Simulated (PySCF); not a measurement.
Mapped SMILES: `[BH:1]1[NH:2][BH:3][NH:4][BH:5][NH:6]1`. Each H is labelled by its parent atom.

- geometry from PBE0-D3(BJ)/def2-TZVP
- shielding tensors at PBE0/pcSseg-2 (GIAO)
- code: PySCF 2.14
- isolated molecule, single conformer, fast rotation and ring inversion assumed for equivalent nuclei, no relativistic terms

Scale: TMS for 1H (σref 31.52); 11B (σref 98.70) against BF3·OEt2; 15N (σref 263.78) against NH3 (reference shieldings calculated alike).

```csv
atoms,nucleus,count,Hirshfeld charge,δ (ppm)
B1/B3/B5,11B,3,0.16,27.9
H(B1)/H(B3)/H(B5),1H,3,-0.06,4.96
H(N2)/H(N4)/H(N6),1H,3,0.13,?
N2/N4/N6,15N,3,-0.23,?
```

Question: Fill in the missing shifts.

Answer: 
- H(N2)/H(N4)/H(N6): 5.75 ppm, hydrogen on a nitrogen bonded to 2 B, in a 6-membered ring; exchangeable; this is the value without hydrogen bonding to other molecules
- N2/N4/N6: 143.5 ppm, nitrogen bonded to 2 B, H, in a 6-membered ring

The OH or NH signal is concentration- and solvent-dependent in practice; the value given is the gas-phase one. Hydrogens on boron are broadened and split by 11B (spin 3/2, 80 %) and 10B (spin 3). Experimental scales use liquid or dissolved standards, which lie at an offset from isolated NH3 (liquid NH3: subtract about 20 ppm).
